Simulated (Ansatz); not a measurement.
Gas-phase electronic energies from Ansatz, PBE0-D4/def2-TZVP geometries. CCSD(T)/CBS is the MP2 limit (def2-TZVPP, def2-QZVPP) plus CCSD(T) − MP2 in def2-TZVPP, frozen cores. This one scheme is used for every species. Functionals use def2-TZVPP. One conformer a species, not always the lowest.

Consider the cleavage of the Al–Si bond: `[F][AlH][SiH2]Cl` + dimethylamine → `C[N](C)[AlH][F]` + `[SiH3]Cl`.

Task: Is it downhill or uphill in electronic energy at CCSD(T)/CBS, and by how much? (Estimate.)

Result: Ansatz gave: Downhill: ΔE = -97.1 kJ/mol.

Task: What do these levels give: BLYP-D4, CAM-B3LYP-D4, PBE, PBE0, CCSD(T)/def2-SVP, CCSD(T)/def2-TZVPP? (Best estimate.)

Result: Ansatz gave: BLYP-D4 -95.2, CAM-B3LYP-D4 -100.7, PBE -77.5, PBE0 -80.9, CCSD(T)/def2-SVP -104.3, CCSD(T)/def2-TZVPP -99.6 kJ/mol.

Task: What do rigid-rotor, harmonic-oscillator terms from PBE0-D4/def2-TZVP frequencies (298.15 K, 1 bar) make of the CCSD(T)/CBS value? (Best estimate.)

Result: Computed: ΔZPE = -6.6 kJ/mol, ΔH = -104.9 kJ/mol, ΔS = -32 J/(mol·K), ΔG = -95.3 kJ/mol. Modes under 50 cm⁻¹ make the entropy rough.

Largest T1 diagnostic among the species: 0.012.

From BLYP to BHLYP (50 % exact exchange), in def2-TZVPP and without D4, ΔE moves by −7.8 kJ/mol. The D4 term adds −3.7 kJ/mol with B3LYP and −1.9 kJ/mol with PBE0; it sums over pairs of atoms, weighted by their polarisabilities, and B3LYP, whose exchange is more repulsive, gets the larger term.

B3LYP here is the variant with VWN-RPA as its local correlation; programs differ in this.
